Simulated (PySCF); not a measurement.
B(OH)(SiH3)2 (BH7OSi2), SMILES OB([SiH3])[SiH3]. Atoms are numbered in the order given.

```xyz
11

B     -0.3604    -0.3253     0.0590
O     -1.3410    -1.2424     0.2354
H     -2.1631    -1.0469    -0.2378
Si    -0.6231     1.3332    -1.1104
H      0.3923     1.3803    -2.2073
H     -0.4693     2.5815    -0.3012
H     -1.9868     1.3539    -1.7386
Si     1.4141    -0.6579     1.0090
H      1.7651     0.5216     1.8621
H      2.5081    -0.7977    -0.0044
H      1.4099    -1.8798     1.8698
```

Coordinates come from a B3LYP-D3(BJ)/def2-SVP optimisation. This is a generated structure with no PubChem entry under its InChIKey; it may be hypothetical. Other conformers were not sampled.

Two levels are set side by side: PBE/pcSseg-1 (PySCF) and HF/pcSseg-1 (PySCF). GIAO shifts against BF3 (¹¹B), H2O (¹⁷O), TMS (²⁹Si), TMS (¹H) at the same level; non-relativistic, no solvent, atoms listed together averaged. Differences are taken from unrounded values.

```csv
quantity,HF
δ(¹¹B) of B1 (ppm),68.2
δ(¹⁷O) of O2 (ppm),236.3
δ(¹H) of H3 (ppm),7.28
```

### Question
What does PBE give, and how far is it from HF? (An estimate is asked for; the answer gives what the named calculation found.)

### Answer

```csv
quantity,PBE,PBE minus HF
δ(¹¹B) of B1 (ppm),68.8,0.6
δ(¹⁷O) of O2 (ppm),310.4,74.1
δ(¹H) of H3 (ppm),8.62,1.34
```

Rough cost on one machine, each run with all the roots and properties that it gave: HF against PBE within a factor of 2.
